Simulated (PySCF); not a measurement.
# How methods differ on the ionisation energy of Te⁴⁵⁺

Te⁴⁵⁺ [He] 2s2 2p3 (4S) → Te⁴⁶⁺ [He] 2s2 2p2 (3P), as a difference of total energies. Calculation: PySCF 2.14, in an uncontracted even-tempered set (19 s from 22 bohr⁻², ratio 2.2; 12 p from 28 bohr⁻², ratio 2.2; 5 d from 110 bohr⁻², ratio 2.4; 5 f from 160 bohr⁻², ratio 2.4; 4 g from 240 bohr⁻², ratio 2.4); the spin-free X2C one-electron Hamiltonian (Gaussian nucleus). Correlated levels: nothing frozen; virtual orbitals above 40 to 60 times the deepest correlated orbital energy dropped. The calculations carry no spin-orbit coupling.

| method | ionisation energy (eV) |
| --- | --- |
| UHF | 7844.9 |
| LDA | 7839.7 |
| PBE | 7840.9 |
| PBE0 | 7842.2 |
| r2SCAN | 7845.4 |
| PBEsol | 7839.7 |
| MP2 (all electrons) | 7844.8 |

Q: Estimate what MN15 gives.

A: 7846.6 eV, closest to r2SCAN among the rows shown.

Q: Estimate what SCS-MP2 (all electrons) gives.

A: 7844.2 eV, closest to MP2 (all electrons) among the rows shown.

Spin-orbit coupling is strong in these open shells (close to jj coupling). The scalar numbers leave it out and a first-order estimate fails, so it can dominate the gap to the real levels.

For this ion Breit and QED terms and the two-electron picture change, all absent here, outweigh the differences among the correlated methods.

For comparison: 7714 ± 4 eV (theoretical estimate listed by NIST; NIST Atomic Spectra Database, ionization energies).
